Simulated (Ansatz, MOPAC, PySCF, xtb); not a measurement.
Lewis adduct: ClFHIn (SMILES [F][InH][Cl]) (first 4 atoms) with NH3 (SMILES N); geometry from B3LYP-D3(BJ)/def2-TZVP, rigid monomers moved along the line of their centres of mass till In2···N5 is 2.10 Å.
(charge 0, multiplicity 1):
```json
[
 {"atom": "F", "x (Å)": "0.8802", "y (Å)": "1.4208", "z (Å)": "1.1647"},
 {"atom": "In", "x (Å)": "-0.7270", "y (Å)": "0.2746", "z (Å)": "1.3966"},
 {"atom": "Cl", "x (Å)": "-2.2034", "y (Å)": "1.2916", "z (Å)": "2.9507"},
 {"atom": "H", "x (Å)": "-1.2190", "y (Å)": "-0.7851", "z (Å)": "0.1578"},
 {"atom": "N", "x (Å)": "0.3950", "y (Å)": "-0.6144", "z (Å)": "2.9342"},
 {"atom": "H", "x (Å)": "1.2504", "y (Å)": "-0.0656", "z (Å)": "2.8866"},
 {"atom": "H", "x (Å)": "-0.0580", "y (Å)": "-0.4311", "z (Å)": "3.8247"},
 {"atom": "H", "x (Å)": "0.6294", "y (Å)": "-1.5994", "z (Å)": "2.8789"}
]
```

```tsv
level	interaction energy (kcal/mol)	cost
PM6	-25.49	-
PM7	-22.52	-
GFN2-xTB	-23.00	-
HF/def2-TZVPPD	-23.94	-
PBE/def2-TZVPPD	-21.50	×1
PBE-D4/def2-TZVPPD	-23.36	×1
r2SCAN/def2-TZVPPD	-27.24	×2
r2SCAN-D3(BJ)/def2-TZVPPD	-27.78	×2
r2SCAN-D4/def2-TZVPPD	-27.70	×2
PBE0/def2-TZVPPD	-25.73	×1
wB97X-V/def2-TZVPPD	-27.95	×4
wB97M-V/def2-TZVPPD	-27.62	×4
CCSD(T)/def2-SVPD	-20.28	×5
MP2/CBS(def2-SVPD, def2-TZVPPD) + ΔCCSD(T)/def2-SVPD	-23.48	×7
```

The rows run from -27.95 (wB97X-V/def2-TZVPPD) to -20.28 kcal/mol (CCSD(T)/def2-SVPD). The dispersion term adds -1.85 in PBE-D4, -0.54 in r2SCAN-D3(BJ), -0.46 in r2SCAN-D4. The 5 functionals in def2-TZVPPD without D3 or D4 span 6.44, from wB97X-V to PBE.

Interaction energies are E(AB) − E(A) − E(B) at the monomers' geometry in the complex; basis-set methods are counterpoise corrected.

Frozen-core correlation. Filled d and f shells under p-block atoms count as core. CBS: X⁻³ extrapolation of the correlation energy, Hartree–Fock from the larger set. The state reached by PM6, PM7 isn't checked; PM7 holds dispersion and hydrogen-bond terms.

Codes used: Ansatz (a program for electronic structure) with Gaussian orbitals; MOPAC for PM6, PM7 (differences of heats of formation); PySCF for the dispersion terms; xtb for the GFN methods. Each number belongs to the level named beside it. In def2 rows elements past Kr take small-core potentials, without spin–orbit coupling.

Costs are rough ratios of core time to PBE/def2-TZVPPD (about 8 s over the structures, on one shared machine); a dash marks a level with no comparable run of its own.
